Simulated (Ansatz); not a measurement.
Two isomers of C3H5BrO: A = `OC/C=C/Br`, B = `O=CCCBr`.

Calculated with Ansatz (gas phase, PBE0-D4/def2-TZVP geometries, no zero-point term in ΔE). CCSD(T)/CBS is the MP2 limit (def2-TZVPP, def2-QZVPP) plus CCSD(T) − MP2 in def2-TZVPP, frozen cores. Functionals use def2-TZVPP. B3LYP here is the variant with VWN-RPA as its local correlation; programs differ in this. For Br outer-core shells are correlated without core-valence functions, which leaves a few kJ/mol of doubt a bond. Scalar relativity is left out up to krypton. One conformer a species, not always the lowest.

A:

Z-matrix (Å, degrees):
```
C
C 1 1.494
O 1 1.413 2 112.0
H 1 1.098 2 110.1 3 -124.9
H 1 1.094 2 109.9 3 116.9
C 2 1.322 1 122.2 3 121.3
H 2 1.086 1 117.0 3 -57.3
H 3 0.961 1 108.0 2 -56.9
Br 6 1.879 2 123.7 1 -179.6
H 6 1.083 2 123.5 1 0.9
```

B:

```xyz
10

O     0.635    0.094    2.380
C    -0.037    0.177    1.393
C     0.224   -0.595    0.125
C    -0.229    0.132   -1.115
Br    0.770    1.785   -1.364
H    -0.939    0.830    1.369
H     1.279   -0.869    0.083
H    -0.354   -1.528    0.205
H    -1.276    0.428   -1.058
H    -0.072   -0.454   -2.017
```

Q: Which is lower in electronic energy at CCSD(T)/CBS, and by how much? (Best estimate.)

A: Computed: B, by 12.4 kcal/mol.

Q: Give E(B) − E(A) in kcal/mol with ωB97M-V, CCSD(T)/def2-TZVPP, PBE-D4, r2SCAN-D4, HF/def2-TZVPP, PBE0-D4, B3LYP. (An estimate is asked.)

A: The calculation gave: ωB97M-V -13.4, CCSD(T)/def2-TZVPP -13.0, PBE-D4 -12.6, r2SCAN-D4 -13.0, HF/def2-TZVPP -15.1, PBE0-D4 -12.8, B3LYP -12.4. None reverses the order clearly.

Largest T1 diagnostic: 0.011.

In def2-TZVPP, CCSD(T) changes the Hartree–Fock value by +2.1 kcal/mol (the triples alone add +0.2 kcal/mol) and MP2 by +1.8 kcal/mol.
